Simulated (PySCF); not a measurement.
An unknown shows these calculated signals:

$^{1}$H NMR (300 MHz, computed): δ 6.46 (d, 1H), 4.66 (s, 2H), 3.82 (s, 1H), 3.72 (d, 1H).

$^{13}$C{$^{1}$H} NMR (computed): δ 142.4 (CH), 133.4 (C), 122.1 (C), 105.6 (CH), 104.4 (CH), 85.6 (C), 85.4 (C).

How the numbers were obtained: geometry: GFN2-xTB, shielding tensors at PBE0/pcSseg-1 (GIAO), in PySCF (one computed conformer, non-relativistic, gas phase, rapidly exchanging positions averaged).

δ = σ(ref) − σ, references computed at the same level: $^{1}$H, $^{13}$C vs TMS.

Q: Which of these does the molecule contain: a heteroaromatic ring, a non-aromatic C=C double bond, a CH3CH2 unit, a Si–H bond, a C≡C triple bond, an OH group?

A: 
- A heteroaromatic ring: no.
- A non-aromatic C=C double bond: yes.
- A CH3CH2 unit: no.
- A Si–H bond: yes (δH 4.66 (s)).
- A C≡C triple bond: yes (δC 104.4, 85.6; δH 3.72 (d)).
- An OH group: no.

The data belong to `C#C/C=C(\C#C)[SiH2]C#N`, C7H5NSi; they needn't prove each group on their own.

Carbon signals by region: 5 in the sp2 and nitrile region (100–160 ppm), 2 at 50–100 ppm.

Shifts are as computed. Against solution values, carbons near 30 ppm lie about +3 ppm off and those near 130 ppm about +5 ppm. Of 1309 compounds with measured shifts, 239 miss one by over three times the rms of a fit or turn the order of signals round; such compounds aren't used in these exercises. No couplings were computed; multiplicities are counted from neighbouring protons, with m where these are inequivalent, close in shift, in a saturated or five-membered ring or joined by F or P, and br s for small geminal =CH2 splittings.
